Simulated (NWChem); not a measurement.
fluoroethane (C2H5F); SMILES CCF

Program: NWChem. Coordinates come from a PBE0/def2-SVP optimisation.

For level BLYP/def2-TZVPD:

```
Quantity                     Value
---------------------------  -----
highest occupied level (eV)  -7.65
orbital gap (eV)              7.44
```

How do the values read with level PBE0/def2-TZVPD instead?

highest occupied level (eV): -9.34
orbital gap (eV): 9.78
